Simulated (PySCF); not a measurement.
## Electronic structure of He⁺ (helium, charge +1) at the UHF level

Configuration: 1s1, 2S determinant. Calculation: PySCF 2.14, in x2c-TZVPPall with one added diffuse shell each of s, p type (4s3p1d, 18 functions); scalar relativity by spin-free X2C-1e.

| Item | Value |
| --- | --- |
| Total energy | -1.998337 hartree |
| One-electron energy | -1.9983 hartree |
| Hartree (Coulomb) energy | 0.6231 hartree |
| Exchange energy | -0.6231 hartree |
| ⟨S²⟩ | 0.7500 |
| ⟨L²⟩ | 0.000 |
| Sum of ⟨r⟩ | 0.7519 bohr |
| Sum of ⟨r²⟩ | 0.7536 bohr² |
| Langevin diamagnetic susceptibility | -0.597 ×10⁻⁶ cm³/mol |

```csv
shell,electrons,mean orbital energy (eV),"rms radius, mean of both spins (bohr)"
1s α,1,-54.378,0.868
```
